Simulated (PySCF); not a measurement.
# How the method changes the shape and vibrations of Al2BH2N

Calculated results; nothing here was measured. They come from PySCF 2.14.0, an open-source quantum chemistry program, on an isolated molecule that a program drew, which may never have been made. The molecule is Al2BH2N (charge 0, singlet), drawn as the SMILES string `[Al][B]=[N][AlH2]`.

The geometry was optimised and harmonic frequencies were computed with HF and MP2, all in the cc-pV(D+d)Z basis, for the commonest isotopes, with a restricted reference for singlets and an unrestricted one otherwise, and a frozen core in MP2. Each result is a local minimum of its method.

Geometry at the HF minimum:
```xyz
6
Al2BH2N, angstrom
Al   -0.5340    2.4734   -1.9500
B    -0.6627    0.2410   -1.9911
N    -0.7352   -1.0146   -2.0145
Al   -0.8374   -2.7804   -2.0483
H     0.4817   -3.6459   -1.9846
H    -2.2473   -3.4851   -2.1420
```

Lengths of the bonds as drawn, in Å (atoms numbered as above):
| bond | HF | MP2 |
|---|---|---|
| Al1-B2 | 2.236 | 2.217 |
| B2-N3 | 1.258 | 1.288 |
| N3-Al4 | 1.769 | 1.799 |
| Al4-H5 | 1.579 | 1.576 |
| Al4-H6 | 1.579 | 1.576 |

Rotational constants, in GHz:
```
constant     HF    MP2
       A  133.8  131.9
       B  1.242  1.224
       C  1.231  1.213
```

Harmonic frequencies in cm^-1, each column in rising order, so a row needn't be the same motion in every method:
```
rank,HF,MP2
1,78,68
2,80,70
3,245,204
4,250,204
5,322,317
6,607,573
7,672,642
8,742,692
9,859,?
10,1983,1832
11,1991,1983
12,2008,1986
```

**Estimate the missing MP2 frequency from the HF column.**

A single factor s that minimises the squared misfit of MP2 against s times HF over the other rows is sum(HF x MP2) / sum(HF^2) = 0.9659, with an rms misfit of 38 cm^-1. For rank 9 it gives 0.9659 x 859 = 830 cm^-1. The calculation gives 817 cm^-1, 13 cm^-1 below the estimate. The drawn bonds are on average 0.6 % longer in MP2 than in HF.
